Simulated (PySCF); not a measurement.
**Shifts of the heteroatoms**

Bonds (- single, = double, # triple, : aromatic): C1=C2 1.326 Å, C2-F3 1.357 Å, C2-C4 1.413 Å, C4#C5 1.204 Å, C5-C6 1.445 Å, C6-C7 1.529 Å. C1 carries H8, H9; C6 carries H10, H11; C7 carries H12, H13, H14. H8 is cis to F3; H9 is trans to F3.

All values are calculated (PySCF 2.14): structure optimised with GFN2-xTB, σ from GIAO-PBE0/pcSseg-1. Fast rotation and ring inversion assumed for equivalent nuclei, isolated molecule, a single conformation, non-relativistic.

**Question.** What are the $^{19}$F shifts?

**Answer.** 
```tsv
atoms	environment	σ (ppm)	δ (ppm)
F3	vinylic fluorine	264.4	-92.6
```

Shieldings were converted by a linear fit to measured shifts: $^{19}$F: δ = 146.13 − 0.903σ +14.6 on sp3 carbon (rms 6.0 ppm, 223 shifts, 7.0 ppm with the 5 outliers that the fit left out vs CFCl3, solution or neat liquid). A few per cent of atoms miss by over 2 rms, more outside the fitted compound classes.

On a 500 MHz spectrometer $^{19}$F resonates near 470.5 MHz, so 1 ppm is 470.5 Hz.
